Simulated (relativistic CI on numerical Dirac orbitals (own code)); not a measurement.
Radial Dirac CI calculation of In³⁺.

Command:

```sh
python run_levels.py task.json out
```

Input:

```
atom In  Z=49  charge=3  electrons=46
nucleus A=115  rms_radius_fm=4.6156
hamiltonian dirac-coulomb  breit=on  qed=on  c_scale=1
orbitals kli  potential=per-configuration
slater_scale 1
correlation none
mixing on
grid step=0.0125 r_max=50.3
scf mixing=1.8 start=green max_iterations=60 tolerance=2e-08 node_fill=0.05
configurations
  [Kr] 4d10
  [Kr] 4d9 5s
end
```

Output:

```
SCF 1: [Kr] 4d10
 iter      energy (Ha)   residual   last orbital (Ha)
    1     -5855.850374   2.51e+00     -4.46680
    2     -5704.916042   1.22e+01     -0.71407
    3     -5876.740690   6.26e-01     -3.29298
    4     -5878.392372   3.39e-01     -2.69032
    5     -5878.575936   1.74e-01     -2.37516
    6     -5878.589249   9.82e-02     -1.89141
    7     -5878.618781   1.28e-02     -2.07021
    8     -5878.618380   2.49e-03     -2.05533
    9     -5878.618273   2.46e-04     -2.05112
   10     -5878.618284   6.72e-04     -2.05207
   11     -5878.618250   1.26e-06     -2.05080
   12     -5878.618250   4.12e-07     -2.05080
   13     -5878.618250   2.90e-08     -2.05080
   14     -5878.618250   3.99e-09     -2.05080
SCF 2: [Kr] 4d9 5s
 iter      energy (Ha)   residual   last orbital (Ha)
    1     -5857.087954   2.45e+00     -2.24979
    2     -5714.087549   1.17e+01     -0.76537
    3     -5875.840051   6.78e-01     -2.29422
    4     -5877.792487   3.57e-01     -1.79331
    5     -5877.972478   1.94e-01     -1.61691
    6     -5877.979778   1.31e-01     -1.30096
    7     -5878.017055   2.62e-02     -1.43929
    8     -5878.016769   4.59e-04     -1.41333
    9     -5878.016741   5.60e-04     -1.41400
   10     -5878.016692   4.60e-04     -1.41297
   11     -5878.016713   6.34e-06     -1.41344
   12     -5878.016714   1.90e-06     -1.41344
   13     -5878.016714   5.26e-09     -1.41344
orbital energies (Ha): 3p3/2 -24.8471  3d3/2 -17.5061  3d5/2 -17.2198  4s -5.7767  4p1/2 -4.4229  4p3/2 -4.1835  4d3/2 -2.0828  4d5/2 -2.0508
configuration averages (Ha): Dirac-Coulomb, Breit, QED
  4d10                         -5878.618250    4.120738    2.749716
  4d9 5s                       -5878.016714    4.121622    2.750683
levels: no., configuration, term, J, E (cm-1), weight
   1 4d10                   1S   0                0.0  1.00
   2 4d9 5s                 3D   3           128038.6  1.00
   3 4d9 5s                 3D   2           130534.8  0.80
   4 4d9 5s                 3D   1           134972.4  1.00
   5 4d9 5s                 1D   2           138937.8  0.80
lowest total energy -5871.747796 Ha
end: converged
```

Against the reference input this run has: SCF mixing 1.8. The reference run ends at -5871.747796 Ha with Breit and QED terms. The iteration limit was 60 against 150. The change (SCF mixing 1.8) leaves the energy and the levels as they were.

With so few configurations and no correlation, terms lie too far apart (by 10 to 50 % or more near neutrality), their order can be wrong, and levels of other configurations are missing.
